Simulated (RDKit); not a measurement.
RDKit input (UFF):

```python
from rdkit import Chem
from rdkit.Chem import AllChem, rdDetermineBonds

mol = Chem.MolFromXYZFile('mol.xyz')
rdDetermineBonds.DetermineBonds(mol, charge=-1)
print('SMILES', Chem.MolToSmiles(Chem.RemoveHs(mol)))
ff = AllChem.UFFGetMoleculeForceField(mol)
e0 = ff.CalcEnergy()
flag = ff.Minimize(maxIts=5000, forceTol=1e-5)
print(f'energy {e0:.4f} -> {ff.CalcEnergy():.4f} kcal/mol, converged: {flag == 0}')
print(Chem.MolToXYZBlock(mol))
```
mol.xyz:
```
13

C      1.83031300    -0.38583300    -0.55097800
Ge     0.16365500     0.04964900     0.21422100
C     -1.04861900     1.55779700    -0.45115900
C     -1.11458400    -1.49659800     0.13990100
H      2.58236000     0.39320000    -0.38219900
H      1.74670000    -0.59371100    -1.62497400
H      0.28107800     0.41430700     1.74478900
H     -1.31001200     1.38079500    -1.49899300
H     -1.97408400     1.63870800     0.13102500
H     -0.51513400     2.51036200    -0.39399600
H     -0.67934300    -2.36267500     0.64105500
H     -2.07408000    -1.25576000     0.60591800
H     -1.29712100    -1.76619400    -0.90428100
```

Output:

```
SMILES [CH2-][GeH]([CH3])[CH3]
energy 9.5086 -> -1.4870 kcal/mol, converged: True
13

C      1.699351   -0.283320   -0.552661
Ge    -0.000904    0.024992    0.338113
C     -0.896158    1.539860   -0.487937
C     -1.118135   -1.556189    0.163788
H      2.332608    0.622811   -0.461083
H      1.518626   -0.500980   -1.625300
H      0.245042    0.323820    1.838641
H     -1.071580    1.323700   -1.561763
H     -1.867576    1.715217    0.018106
H     -0.259110    2.442781   -0.391056
H     -0.608507   -2.422192    0.633669
H     -2.089681   -1.378905    0.668932
H     -1.292847   -1.767548   -0.911121
```

The dipole moment of an ion depends on the origin.

The geometry given is a B3LYP-D3(BJ)/def2-TZVP minimum.
